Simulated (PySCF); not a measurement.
Compound: C₆H₁₀FPSSi.
Cartesian coordinates in Å at the GFN2-xTB level; atoms count from 1:
```xyz
20
C6H10FPSSi angstrom
C     -1.7237    1.4882   -0.5487
Si    -0.9291   -0.1659   -0.0343
C     -1.4561   -0.6225    1.7388
C     -1.3339   -1.5542   -1.2662
C      0.9560    0.0665   -0.0461
P      2.0528   -0.7948   -1.0439
C      3.4542    0.0779   -0.3861
F      4.7000   -0.1905   -0.8265
C      3.2529    1.0213    0.5651
S      1.6217    1.2513    1.0176
H     -1.4478    2.2838    0.1369
H     -2.8065    1.4160   -0.5516
H     -1.4107    1.7883   -1.5441
H     -2.5348   -0.7187    1.8106
H     -1.1436    0.1385    2.4476
H     -1.0193   -1.5654    2.0533
H     -2.3997   -1.7566   -1.2853
H     -0.8266   -2.4764   -1.0012
H     -1.0275   -1.2898   -2.2732
H      4.0167    1.6135    1.0343
```

Probes without a nucleus sit at each ring's centroid and 1 Å off its mean plane on both sides; NICS is minus the shielding there, NICSzz its component along the normal. Level: GIAO PBE0/pcSseg-1 (PySCF, non-relativistic, gas phase) on the GFN2-xTB geometry, one conformer.

Ring bond lengths (Å), with Mayer bond orders in brackets: C5–P6 1.715 (1.46), P6–C7 1.777 (1.11), C7–C9 1.355 (1.57), C9–S10 1.708 (1.15), S10–C5 1.726 (1.19).

Problem. What do the NICS probes read (ppm)?

Solution. 
| ring | type | NICS(0) | NICS(1), two faces | NICS(1)zz, two faces | rms pucker (Å) | centre to ring atoms, mean (Å) |
| --- | --- | --- | --- | --- | --- | --- |
| C5–P6–C7–C9–S10 | 5-membered ring with P and S; formal bonds all aromatic | -12.0 | -11.0 / -11.0 | -23.4 / -23.4 | 0.00 | 1.40 |

Problem. What do they say, and how far can they be read as aromaticity?

Solution. 
- C5–P6–C7–C9–S10: mean NICS(1)zz -23.4 ppm, shielded.

Problem. What does the geometric index give? HOMA = 1 − mean of α(R − Ropt)² over the ring bonds, with Krygowski's 1993 parameters (CC: Ropt 1.388 Å, α 257.7 Å⁻²; CP: Ropt 1.698 Å, α 118.91 Å⁻²; CS: Ropt 1.677 Å, α 94.09 Å⁻²).

Solution. 
- C5–P6–C7–C9–S10: HOMA 0.72; the largest term is that of P6–C7, α(R − Ropt)² = 0.75.

Problem. What field does 14.1 T along the ring normal induce along that normal at the second NICS(1) probe listed for ring C5–P6–C7–C9–S10, 1 Å off the ring?

Solution. NICSzz × B0 = -23.4 ppm × 14.1 T = -330 μT, against the applied field.

Problem. Give the inner angles of the rings and the Hirshfeld charges of the ring atoms.

Solution. 
- C5–P6–C7–C9–S10: C5 117.2° (-0.177 e), P6 92.4° (+0.067 e), C7 119.0° (+0.005 e), C9 114.9° (-0.103 e), S10 96.5° (+0.137 e); sum 540.0° against 540° for a flat convex ring.

Problem. How shielded are the nuclei of the rings and their hydrogens (means over atoms taken as equivalent)?

Solution. 
```json
{"atoms": "C5", "environment": "substituted aromatic carbon", "σ isotropic (ppm)": "-5.5", "principal values of the symmetric part, first atom (ppm)": "-147.7, -28.0, 159.2"}
{"atoms": "P6", "environment": "phosphorus bonded to 2 C", "σ isotropic (ppm)": "112.2", "principal values of the symmetric part, first atom (ppm)": "-179.6, 104.7, 411.4"}
{"atoms": "C7", "environment": "aromatic C–F carbon", "σ isotropic (ppm)": "-11.2", "principal values of the symmetric part, first atom (ppm)": "-92.1, 17.2, 41.4"}
{"atoms": "C9", "environment": "aromatic CH next to a ring sulfur", "σ isotropic (ppm)": "53.7", "principal values of the symmetric part, first atom (ppm)": "-31.4, 50.4, 142.3"}
{"atoms": "S10", "environment": "thiophene-type sulfur", "σ isotropic (ppm)": "205.0", "principal values of the symmetric part, first atom (ppm)": "-13.2, 263.6, 364.6"}
{"atoms": "H20", "environment": "aromatic hydrogen", "σ isotropic (ppm)": "23.69", "principal values of the symmetric part, first atom (ppm)": "20.6, 24.5, 26.0"}
```

Rough CPU time on one thread of a shared machine: about 2.6 min. This is the whole shielding run at PBE0/pcSseg-1, SCF included.
